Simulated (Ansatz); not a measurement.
`N[SiH2][Al]([NH2])[F]` + HBr → `[NH2][Al]([F])[Br]` + `N[SiH3]`  (cleavage of the Al–Si bond)

Computed with Ansatz on PBE0-D4/def2-TZVP structures; ΔE is electronic, products minus reactants. CCSD(T)/CBS adds triple-zeta CCSD(T) − MP2 to the extrapolated MP2 energy (def2 sets, frozen cores). This one scheme is used for every species. Functionals use def2-TZVPP. For Br outer-core shells are correlated without core-valence functions, which leaves a few kJ/mol of doubt a bond. Scalar relativity is left out up to krypton. One conformer a species, not always the lowest.

**Question.** Is it downhill or uphill in electronic energy at CCSD(T)/CBS, and by how much? (Best estimate.)

**Answer.** Computed: Downhill: ΔE = -162.1 kJ/mol.

**Question.** What do these levels give: r2SCAN-D4, HF/def2-TZVPP, SCS-MP2/def2-TZVPP, CCSD/def2-TZVPP, CCSD(T)/def2-TZVPP, SCS-MP2/def2-QZVPP? (An estimate is asked.)

**Answer.** Ansatz gave: r2SCAN-D4 -160.4, HF/def2-TZVPP -185.6, SCS-MP2/def2-TZVPP -169.9, CCSD/def2-TZVPP -162.2, CCSD(T)/def2-TZVPP -159.1, SCS-MP2/def2-QZVPP -171.6 kJ/mol.

Largest T1 diagnostic among the species: 0.012.

In def2-TZVPP, CCSD(T) changes the Hartree–Fock value by +26.4 kJ/mol (the triples alone add +3.1 kJ/mol) and MP2 by +14.7 kJ/mol. From PBE to PBE0 (25 % exact exchange), in def2-TZVPP and without D4, ΔE moves by −10.7 kJ/mol.
